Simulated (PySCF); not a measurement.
# How the method changes the constants of LiZn

State: ²Σ⁺ (doublet), unpaired electrons σ ↑. Set-up: Li 6-31G(d,p), Zn 6-31G(d,p); no relativity (PySCF 2.14). De refers to Li + Zn in their ground configurations, without counterpoise correction. The functionals are run spin-unrestricted. A positive dipole means Li(−)Zn(+). Levels whose curve was spin-contaminated or gave no clean fit are not listed.

```csv
Level,Re (Å),ωe (cm⁻¹),De (eV),μ (D)
ROHF-MP2,2.623,276,0.295,n/a
ROHF-SCS-MP2,2.651,262,0.250,n/a
ROHF-CCSD,2.650,264,0.272,n/a
ROHF-CCSD(T),2.631,274,0.299,n/a
LDA,2.452,356,0.78,-0.31
PBE,2.498,333,0.64,0.05
PW91,2.490,337,0.66,0.00
r²SCAN,2.526,325,0.64,-0.70
PBE0,2.574,295,0.483,-0.11
BHandHLYP,2.630,265,0.321,-0.20
ωB97X,2.616,269,0.306,-0.29
```

The bond length runs from 2.452 Å (LDA) to 2.651 Å (ROHF-SCS-MP2). De spans 0.25 eV (ROHF-SCS-MP2, perturbation theory) to 0.78 eV (LDA, local density).

Correlated steps freeze 5 core orbitals. The bond is weak. Basis-set superposition, not corrected here, can be much of De in a small basis, most of all at correlated wavefunction levels. Functionals without a dispersion term scatter widely for such bonds, and LDA overbinds them. The state was picked by a PBE0 search and need not be the measured ground state.
